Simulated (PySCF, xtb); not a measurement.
C2H5NOSi, SMILES N#CC[SiH2]O. The values are those of a single conformer.

Harmonic wavenumbers (cm⁻¹) from GFN2-xTB in xtb at its own minimum, in rising order: 47, 128, 220, 304, 375, 461, 485, 601, 708, 735, 758, 797, 816, 899, 1020, 1068, 1179, 1409, 2271, 2300, 2403, 2972, 2981, 3675.

**Question.** What does PBE-D3(BJ)/def2-SVP in PySCF give at its own minimum? (An estimate is asked for; the answer gives what the named calculation found.)

**Answer.** 61, 110, 179, 242, 372, 460, 479, 683, 692, 775, 804, 826, 912, 956, 957, 1101, 1134, 1355, 2164, 2169, 2288, 2990, 3050, 3774. Paired by order, the mean absolute difference is 52 cm⁻¹ and the zero-point energies are 40.9 and 40.8 kcal/mol.
